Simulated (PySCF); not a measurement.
Compound: C6H14Ge.
Geometry (PBE0-D3(BJ)/def2-SVP, Å), atoms numbered from 1 in this order:
```xyz
21
C6H14Ge angstrom
C     -1.980   -0.527    0.779
C     -0.934    0.477    0.309
C     -1.505    1.400   -0.761
C      0.338   -0.223   -0.177
C      1.502    0.708   -0.613
Ge     2.766   -0.674    0.007
C      1.047   -1.143    0.854
H     -1.585   -1.194    1.559
H     -2.321   -1.158   -0.059
H     -2.865   -0.017    1.192
H     -0.640    1.100    1.176
H     -1.780    0.828   -1.663
H     -2.412    1.912   -0.404
H     -0.781    2.172   -1.064
H      0.065   -0.847   -1.051
H      1.496    1.047   -1.657
H      1.570    1.593    0.043
H      3.242   -1.655   -1.081
H      3.959   -0.263    0.893
H      0.705   -2.186    0.894
H      0.999   -0.718    1.870
```

Linear response at CAM-B3LYP/def2-SVPD (PySCF, frozen core in the response, non-relativistic). Relativistic effects, spin–orbit coupling among them, are left out although an element past zinc is present.

Static isotropic polarisability: 102.41 au (15.18 Å³), principal values 87.5, 95.3, 124.5 au.

(1) What is the polarisability at 1064 nm and at the sodium D line?

(2) What is the isotropic C6 coefficient between two such molecules, C6 = (3/π)∫α(iω)² dω?

(3) Which effective excitation energy ω̄ makes London's formula C6 = (3/4)α²ω̄ exact here?

(4) What molar refraction at the D line follows from R = (4π/3)·N_A·α′, with α′ the polarisability volume?

(5) What n − 1 at the D line would an ideal gas of it have at 273.15 K and 1 atm (2.6868 × 10¹⁹ cm⁻³), by n − 1 = 2π·N·α′?

(6) How many electrons N does the Slater–Kirkwood formula C6 = (3/4)·√N·α^(3/2) need to give this C6?

(7) How anisotropic is the static polarisability, by Δα² = ½[(α1 − α2)² + (α2 − α3)² + (α3 − α1)²]?

(8) What three-body coefficient follows from the one-pole estimate C9 = (3/4)·α·C6?

(9) The lowest 10 singlets have (eV, f): 7.05, 0.015; 7.29, 0.068; 7.40, 0.000; 7.50, 0.095; 7.86, 0.075; 7.94, 0.179; 8.06, 0.001; 8.12, 0.015; 8.22, 0.000; 8.44, 0.040. What share of the static polarisability do they carry in the sum over states α = Σ f/ω²?

Answers

(1) 103.28 au at 1064 nm (+0.8 %), 105.33 au at 589.3 nm (+2.9 %). The rise at 589.3 nm is 3.35 times that at 1064 nm; a pure ω² law gives 3.26. The lowest singlet lies at 176 nm, shorter than both wavelengths.

(2) 4164 au (Eh·bohr⁶) by a ten-point quadrature over imaginary frequencies, which is 2490 eV·Å⁶ or 240 J·nm⁶/mol.

(3) ω̄ = 4·C6/(3α²) = 0.529 Eh = 14.4 eV. A one-pole form α(ω) = α/(1 − ω²/ω̄²) fitted to the 1064 nm value gives 12.7 eV. London's choice of the ionisation energy (9.61 eV, ΔSCF at the same level) gives C6 = 2780 au, 33 % too low.

(4) α′ = 15.61 Å³ gives R = 39.37 cm³/mol, for isolated, non-vibrating species.

(5) 26.35 × 10⁻⁴, a formal value whether or not that pressure can be reached.

(6) N = (4·C6/3)²/α³ = 28.7; the species has 82 electrons in all.

(7) Δα = 33.8 au, or 0.33 of the isotropic value.

(8) 320000 au. This is an estimate from the two numbers above, not a computed integral.

(9) 6.02 au, 5.9 % of α; the largest term, 2.10 au, is that of the state at 7.94 eV. Their oscillator strengths add up to 0.49. Higher states carry the rest.

Time: 8.5 min wall; peak memory 1.3 GiB. Hardware: an AMD EPYC 7R43 with one thread, on a shared host. This is the whole response run at CAM-B3LYP/def2-SVPD, SCF included.

One conformer stands for the species.
